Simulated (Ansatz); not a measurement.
Harmonic frequencies (cm⁻¹) at PBE0-D4/def2-TZVP from Ansatz: 244, 347, 404, 432, 502, 678, 737, 868, 948, 985, 1192, 1295, 1417, 1724, 2673, 3188, 3295, 3833.

Each molecule was computed in one conformer, which needn't be the lowest.

Which molecule is it?
A. `C=C(O)S`
B. `O[SiH2]B(F)Cl`
C. `[NH2][Al]([F])[PH2]`
D. `O=CCS`

A.
